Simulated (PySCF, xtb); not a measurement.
**Isomers of CH2SiSn in order of energy**

3 gas-phase structures of CH2SiSn, found in a search over its isomers (lower ones may exist). Each was relaxed with GFN2-xTB:

A. a singlet given by its coordinates
B. `[SiH2]=[C]=[Sn]`, a singlet
C. a singlet given by its coordinates

C (Å):

```yaml
atoms:
  - { symbol: C, position_ang: [0.1277, -0.2099, -2.3921] }
  - { symbol: Si, position_ang: [0.4134, 1.3359, -3.2910] }
  - { symbol: Sn, position_ang: [-1.6860, 0.8116, -2.0847] }
  - { symbol: H, position_ang: [0.7302, -1.0887, -2.2252] }
  - { symbol: H, position_ang: [1.6829, 1.5715, -3.9799] }
```

Close contacts (Å): C1–Si2 1.81, C1–Sn3 2.10, Si2–Sn3 2.48, C1–H4 1.08, Si2–H5 1.46.

A (Å):

```yaml
atoms:
  - { symbol: C, position_ang: [-0.3294, 1.0204, -0.5830] }
  - { symbol: Si, position_ang: [0.5134, 2.5606, -0.4572] }
  - { symbol: Sn, position_ang: [0.0433, -0.0188, 1.2793] }
  - { symbol: H, position_ang: [1.1094, 1.3602, 2.0060] }
  - { symbol: H, position_ang: [-0.9264, 0.6318, -1.3955] }
```

Close contacts (Å): C1–Si2 1.76, C1–Sn3 2.16, Si2–Sn3 3.14, C1–H5 1.08, Sn3–H4 1.89.

Task: Which do you expect lowest at r2SCAN-D4/def2-SVP, and how would the others follow?

Result: Calculated order at r2SCAN-D4/def2-SVP: C (0.0), A (20.1), B (83.8) kJ/mol.

Energies above the lowest of each column, in kJ/mol:

| structure | GFN2-xTB | HF/STO-3G | r2SCAN-D4/def2-SVP |
| --- | --- | --- | --- |
| C | 25.7 | 0.0 | 0.0 |
| A | 0.0 | 46.6 | 20.1 |
| B | 27.8 | 195.2 | 83.8 |

r2SCAN-D4/def2-SVP puts C lowest; GFN2-xTB picks A. Some further structures that were screened fall inside this span and aren't listed. Frequencies (GFN2-xTB) were run for C alone. Atoms past krypton carry core potentials in the def2 sets, without spin–orbit terms.

Programs: PySCF 2.14.0, xtb 6.7.1.
